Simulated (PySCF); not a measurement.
Molecule (SMILES): [AlH] (AlH) (closed-shell singlet).
Geometry (B3LYP-D3(BJ)/def2-TZVP, fixed):
```xyz
2

Al     0.0000     0.0000    -0.1187
H      0.0000     0.0000     1.5432
```
Charge 0, spin multiplicity 1.

Basis-set convergence of the mean static polarisability at HF with PySCF. All functions are spherical. Density fitting with generated auxiliary sets. No added dispersion term, no relativity. Reference: the value in aug-cc-pV(5+d)Z, 48.84 bohr³. Deviations are taken from unrounded values.

```json
[
 {"basis": "def2-SVP", "functions": "23", "mean static polarisability (bohr³)": "40.46"},
 {"basis": "def2-SVPD", "functions": "32", "mean static polarisability (bohr³)": "46.93"},
 {"basis": "pcseg-1", "functions": "23", "mean static polarisability (bohr³)": "41.43"},
 {"basis": "aug-pcseg-1", "functions": "36", "mean static polarisability (bohr³)": "49.36"},
 {"basis": "cc-pV(D+d)Z", "functions": "28", "mean static polarisability (bohr³)": "40.00"},
 {"basis": "aug-cc-pV(D+d)Z", "functions": "41", "mean static polarisability (bohr³)": "48.48"},
 {"basis": "6-311G**", "functions": "32", "mean static polarisability (bohr³)": "40.48"},
 {"basis": "6-311+G**", "functions": "36", "mean static polarisability (bohr³)": "42.72"},
 {"basis": "def2-TZVP", "functions": "43", "mean static polarisability (bohr³)": "43.65"},
 {"basis": "def2-TZVPD", "functions": "52", "mean static polarisability (bohr³)": "48.23"},
 {"basis": "pcseg-2", "functions": "48", "mean static polarisability (bohr³)": "42.01"},
 {"basis": "aug-pcseg-2", "functions": "73", "mean static polarisability (bohr³)": "48.80"},
 {"basis": "cc-pV(T+d)Z", "functions": "53", "mean static polarisability (bohr³)": "43.88"},
 {"basis": "aug-cc-pV(T+d)Z", "functions": "78", "mean static polarisability (bohr³)": "48.80"},
 {"basis": "def2-TZVPP", "functions": "56", "mean static polarisability (bohr³)": "43.83"},
 {"basis": "def2-TZVPPD", "functions": "65", "mean static polarisability (bohr³)": "48.25"},
 {"basis": "cc-pV(Q+d)Z", "functions": "94", "mean static polarisability (bohr³)": "46.73"},
 {"basis": "aug-cc-pV(Q+d)Z", "functions": "135", "mean static polarisability (bohr³)": "48.83"},
 {"basis": "pcseg-3", "functions": "97", "mean static polarisability (bohr³)": "45.25"},
 {"basis": "aug-pcseg-3", "functions": "138", "mean static polarisability (bohr³)": "48.81"},
 {"basis": "def2-QZVPP", "functions": "100", "mean static polarisability (bohr³)": "46.96"},
 {"basis": "def2-QZVPPD", "functions": "109", "mean static polarisability (bohr³)": "48.78"},
 {"basis": "cc-pV(5+d)Z", "functions": "155", "mean static polarisability (bohr³)": "47.55"},
 {"basis": "aug-cc-pV(5+d)Z", "functions": "216", "mean static polarisability (bohr³)": "48.84"}
]
```

What the diffuse functions change, pair by pair:
- def2-SVP to def2-SVPD: 9 more functions, deviation -17.1 to -3.9 %
- pcseg-1 to aug-pcseg-1: 13 more functions, deviation -15.2 to 1.1 %
- cc-pV(D+d)Z to aug-cc-pV(D+d)Z: 13 more functions, deviation -18.1 to -0.7 %
- 6-311G** to 6-311+G**: 4 more functions, deviation -17.1 to -12.5 %
- def2-TZVP to def2-TZVPD: 9 more functions, deviation -10.6 to -1.2 %
- pcseg-2 to aug-pcseg-2: 25 more functions, deviation -14.0 to -0.1 %
- cc-pV(T+d)Z to aug-cc-pV(T+d)Z: 25 more functions, deviation -10.2 to -0.1 %
- def2-TZVPP to def2-TZVPPD: 9 more functions, deviation -10.3 to -1.2 %
- cc-pV(Q+d)Z to aug-cc-pV(Q+d)Z: 41 more functions, deviation -4.3 to 0.0 %
- pcseg-3 to aug-pcseg-3: 41 more functions, deviation -7.3 to -0.1 %
- def2-QZVPP to def2-QZVPPD: 9 more functions, deviation -3.8 to -0.1 %
- cc-pV(5+d)Z to aug-cc-pV(5+d)Z: 61 more functions, deviation -2.6 to 0.0 %

Leaving out the reference's own pair, they bring the value nearer the reference by more than 0.1 % in 11 of 11 pairs.
